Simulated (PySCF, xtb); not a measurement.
C4H4OSe, SMILES [SeH]c1ccoc1.

GFN2-xTB run with xtb at its own geometry gives an orbital gap of 3.75 eV and a dipole moment of 1.88 D.

Geometry: PBE-D3(BJ)/def2-SVP. Other conformers were not sampled.

What does PBE/def2-TZVP (PySCF) give? (The exact figures need the calculation; the answer reports its results.)

gap 4.37 eV (levels -5.54 and -1.17 eV), dipole 1.01 D.
